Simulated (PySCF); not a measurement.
## `C#C[P@@]1(=O)C=C1[SiH3]`: 4 charge schemes on one density

Compound: C4H5OPSi.
Geometry (GFN2-xTB, Å), atoms numbered from 1 in this order:
```xyz
12
C4H5OPSi angstrom
C      2.698    1.697    0.799
C      2.059    0.819    0.286
P      1.163   -0.454   -0.526
O      1.653   -0.891   -1.837
C      0.229   -1.426    0.642
C     -0.548   -0.500    0.044
Si    -2.339    0.040   -0.057
H      3.248    2.463    1.265
H      0.116   -2.241    1.328
H     -2.431    1.161   -0.988
H     -3.122   -1.106   -0.515
H     -2.724    0.439    1.298
```

Density: PBE0/pcSseg-1 (PySCF); schemes: Mulliken, IAO, Hirshfeld and ESP-fitted. Isolated species at its GFN2-xTB geometry, gas phase. GFN2-xTB frequencies show an imaginary mode (58i cm⁻¹), so this geometry is no minimum at that level.

Q: Give the atomic charges in each scheme.

A: In e; atoms taken as equivalent share a row and are averaged (×n: the atom named and its like, n in all):

| atom | environment | Mulliken | IAO | Hirshfeld | ESP-fitted |
| --- | --- | --- | --- | --- | --- |
| C1 | terminal alkyne carbon | -0.255 | -0.152 | -0.054 | -0.257 |
| C2 | alkyne carbon | -0.044 | -0.332 | -0.102 | -0.189 |
| P3 | phosphoryl phosphorus | +1.035 | +1.508 | +0.398 | +0.810 |
| O4 | phosphoryl oxygen | -0.544 | -0.860 | -0.376 | -0.550 |
| C5 | alkene CH carbon | -0.230 | -0.364 | -0.067 | -0.343 |
| C6 | fully substituted alkene carbon | -0.502 | -0.492 | -0.123 | -0.171 |
| Si7 | SiH3 silicon | +0.578 | +0.616 | +0.336 | +0.393 |
| H8 | alkyne hydrogen | +0.069 | +0.213 | +0.108 | +0.295 |
| H9 | vinylic hydrogen | +0.114 | +0.176 | +0.075 | +0.234 |
| H10/H11/H12 | Si–H hydrogen | -0.074 | -0.104 | -0.065 | -0.074 |

Mean size of the charges over all atoms: IAO 0.419 e, Mulliken 0.299 e, ESP-fitted 0.289 e, Hirshfeld 0.153 e. Each set sums to the total charge, 0, to within 0.001 e. The ESP scheme fits charges at the nuclei, held to the total charge, to the electrostatic potential on points at 1.4 to 2.0 times the van der Waals radii.

Lowest charge. All schemes agree: Mulliken O4 (-0.544); IAO O4 (-0.860); Hirshfeld O4 (-0.376); ESP-fitted O4 (-0.550).

Highest charge. All schemes agree: Mulliken P3 (+1.035); IAO P3 (+1.508); Hirshfeld P3 (+0.398); ESP-fitted P3 (+0.810).

Q: How many electrons does the IAO scheme count on Si7?

A: Z − q = 14 − (+0.616) = 13.384.

Q: Sum the charges by element, for elements with more than one atom.

A: 
| element | atoms | Mulliken | IAO | Hirshfeld | ESP-fitted |
| --- | --- | --- | --- | --- | --- |
| C | 4 | -1.031 | -1.341 | -0.347 | -0.960 |
| H | 5 | -0.038 | +0.077 | -0.012 | +0.307 |
